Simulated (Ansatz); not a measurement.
C3H9In, singlet, at a GFN2-xTB geometry (such geometries of metal compounds can be far from the true shape) (all electrons, no relativity); B3LYP/3-21G (Ansatz, an electronic-structure program).

The Ansatz input:
Ansatz 0.2 input:
```yaml
crystal:
  periodic: [false, false, false]
  atoms:
    - {symbol: In, position_ang: [-0.00027071, 0.00058834, -0.00069908]}
    - {symbol: C, position_ang: [-1.54741402, -1.60362658, -0.25516667]}
    - {symbol: H, position_ang: [-1.47645898, -2.03150186, -1.25510468]}
    - {symbol: H, position_ang: [-2.54532539, -1.18425536, -0.13021367]}
    - {symbol: H, position_ang: [-1.39904443, -2.39480853, 0.47847392]}
    - {symbol: C, position_ang: [-0.16211960, 1.91699700, -1.15548571]}
    - {symbol: H, position_ang: [0.80256149, 2.17280153, -1.59247574]}
    - {symbol: H, position_ang: [-0.46352417, 2.72452625, -0.48838330]}
    - {symbol: H, position_ang: [-0.90066120, 1.82322629, -1.95032013]}
    - {symbol: C, position_ang: [1.71103614, -0.31596421, 1.41393740]}
    - {symbol: H, position_ang: [2.33646867, 0.57422770, 1.46297261]}
    - {symbol: H, position_ang: [2.31750483, -1.15712290, 1.07865522]}
    - {symbol: H, position_ang: [1.33272866, -0.54035921, 2.41094086]}
basis:
  gaussian:
    orbitals: 3-21G.json
    nuclear_model: gaussian
hamiltonian:
  xc: b3lyp
```
The basis file holds 3-21G in the JSON format of the Basis Set Exchange.

The log (banner, timings and long lists left out):

```
Functional definition: B3LYP
961 factors; integrals over basis functions are off by at most 1.1e-3 eV
mean field evaluation 1: about -158811.9972 eV, gradient 7.0e1 eV
mean field evaluation 2: about -158806.6731 eV, gradient 7.8e1 eV
mean field evaluation 4: about -158823.5217 eV, gradient 3.6e-1 eV
mean field evaluation 8: about -158823.4992 eV, gradient 5.2e-2 eV
mean field -158823.49916105 eV, -5836.6559397344 hartree, gradient 3.6e-5 eV, S^2 0.000000; 0 other end points of the search recorded, 0 dependent functions left out
reference -158823.49943336 eV, -5836.6559497414 hartree; 38, 38 occupied and 40, 40 virtual orbitals, 961 factors
Total energy: -158823.49943336 eV, -5836.6559497414 hartree
```
